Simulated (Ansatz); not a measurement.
```yaml
crystal:
  periodic: [false, false, false]
  atoms:
    - {symbol: Pd, position_ang: [-1.356156, 0.181227, -0.060990]}
    - {symbol: S, position_ang: [0.806253, 0.869492, 0.033155]}
    - {symbol: S, position_ang: [0.549903, -1.050719, 0.027825]}
basis:
  gaussian: {orbitals: def2-TZVP}
hamiltonian: {xc: {name: HSE06}, dispersion: d3bj}
scf: {lower_state_search: off}
output: {forces: true}
```

```sh
$ ansatz run in.yaml --threads 4 --pin off --events-out ev --progress --plain --max-ram 3916MiB
```

Output, abridged:

```
Functional definition: HSE06
  name "HSE06"
  cite "Heyd, Scuseria & Ernzerhof, J. Chem. Phys. 118, 8207 (2003) doi:10.1063/1.1564060"
  cite "Krukau, Vydrov, Izmaylov & Scuseria, J. Chem. Phys. 125, 224106 (2006) doi:10.1063/1.2404663"
  cite "Heyd & Scuseria, J. Chem. Phys. 120, 7274 (2004) doi:10.1063/1.1668634"
  cite "Ernzerhof & Perdew, J. Chem. Phys. 109, 3313 (1998) doi:10.1063/1.476928"
  cite "Perdew, Burke & Ernzerhof, Phys. Rev. Lett. 77, 3865 (1996) doi:10.1103/PhysRevLett.77.3865"
  parent pbe
  parameter a = 0.25
  parameter omega = 0.11/bohr
  # The whole range is PBE's own exchange, as in plane waves. The composition of these papers is wPBEh.
  exchange = pbe_x - a*pbe_x_sr(omega) + a*exact_x_sr(omega)
  correlation = pbe_c
these checks for a lower state are left out or cut short: stability, starts, cluster_reference, orbital_swaps, neighbouring_geometries, increment
947 factors; their error is unknown
61 factors; integrals over basis functions are off by at most 2.5e-5 eV
mean field evaluation 1: about -25139.5861 eV, gradient 5.1e1 eV
mean field evaluation 2: about -25016.7562 eV, gradient 2.4e2 eV
mean field evaluation 4: about -25143.0354 eV, gradient 2.0e1 eV
mean field evaluation 8: about -25144.0077 eV, gradient 2.5e-1 eV
mean field evaluation 16: about -25144.0078 eV, gradient 1.9e-4 eV
mean field -25144.00778360 eV, -924.0252428267 hartree, gradient 1.4e-6 eV, S^2 0.000000; 0 other end points of the search recorded, 0 dependent functions left out
the calculation of the forces begins
reference -25144.00782614 eV, -924.0252443901 hartree; 25, 25 occupied and 89, 89 virtual orbitals, 947 factors
Total energy: -25144.09860389 eV, -924.0285804109 hartree
Atom 0 at    -1.356156     0.181227    -0.060990 Å, force    -0.110566     0.014737    -0.004972 eV/Å
Atom 1 at     0.806253     0.869492     0.033155 Å, force     0.258140     1.511848     0.006705 eV/Å
Atom 2 at     0.549903    -1.050719     0.027825 Å, force    -0.147574    -1.526585    -0.001733 eV/Å
Dipole moment:    -0.762658     0.101916    -0.034297 e Å
Checks for a lower state left out: stability, starts, cluster_reference, orbital_swaps, neighbouring_geometries, increment
```

It took 2.4 s on 4 threads of Intel Xeon on a shared host.

In the def2 sets Pd takes a core potential; there is no spin–orbit coupling. HSE06 is defined as in plane-wave codes, on full-range PBE exchange. A triplet lies near this restricted singlet, and broken spin symmetry wasn't tried.
